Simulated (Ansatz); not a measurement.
Start from `F[SiH2]OP` and change one atom or group to get `O[SiH2]F`.

Ansatz, PBE0-D4/def2-TZVP geometries, multiplicity 1. Each molecule was computed in one conformer, which needn't be the lowest.

```tsv
property	`F[SiH2]OP`
size of the dipole moment (ωB97M-V/def2-TZVPP) / D	1.23
size of the dipole moment (B3LYP/def2-TZVPP) / D	1.25
size of the dipole moment (PBE/def2-TZVPP) / D	1.16
LUMO energy (PBE0/def2-TZVPP) / eV	-0.52
LUMO energy (ωB97M-V/def2-TZVPP) / eV	1.39
HOMO–LUMO gap (B3LYP/def2-TZVPP) / eV	6.54
```

Give the same properties after the change, and the shifts. (An estimate is asked.)

Ansatz gave: 
```csv
property,`O[SiH2]F`,shift
size of the dipole moment (ωB97M-V/def2-TZVPP) / D,1.60,0.37
size of the dipole moment (B3LYP/def2-TZVPP) / D,1.60,0.35
size of the dipole moment (PBE/def2-TZVPP) / D,1.55,0.39
LUMO energy (PBE0/def2-TZVPP) / eV,0.37,0.89
LUMO energy (ωB97M-V/def2-TZVPP) / eV,1.91,0.52
HOMO–LUMO gap (B3LYP/def2-TZVPP) / eV,9.16,2.62
```

With PBE0 the HOMO falls by 1.85 eV and the LUMO rises by 0.89 eV, so the gap widens by about 2.74 eV. PBE moves the HOMO by -1.57 eV and ωB97M-V by -1.92 eV. The zero-point energy changes by -22.9 kJ/mol with -6 modes. Dipoles are sizes alone; their direction can turn.

B3LYP here is the variant with VWN-RPA as its local correlation; programs differ in this.
